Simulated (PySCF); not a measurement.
Atom-mapped SMILES (the numbers label the heavy atoms): `[CH3:1][Si:2]([CH3:3])([CH3:4])[CH3:5]`. Hydrogens are named by the atom that carries them.

Geometry: PBE0-D3(BJ)/def2-TZVP; GIAO absolute shieldings from PySCF, gas phase, non-relativistic, averaged over equivalent atoms.

At wB97X-D/pcSseg-2 (355 basis functions, 74 s wall time on 1 thread of an Intel Xeon, shared host):
| atoms | σ (ppm) |
| --- | --- |
| C1/C3/C4/C5 | 186.3 |
| Si2 | 341.5 |
| H(C1)/H(C3)/H(C4)/H(C5) | 31.63 |

Task: What do these become at KT3/pcSseg-2?

Result: 
| atoms | σ at KT3/pcSseg-2 | change |
| --- | --- | --- |
| C1/C3/C4/C5 | 183.2 | -3.1 |
| Si2 | 359.4 | +17.9 |
| H(C1)/H(C3)/H(C4)/H(C5) | 31.63 | +0.00 |

The largest change is at Si2 (silicon bonded to 4 C). Cost: 355 basis functions, 73 s wall time on 1 thread of an Intel Xeon, shared host.
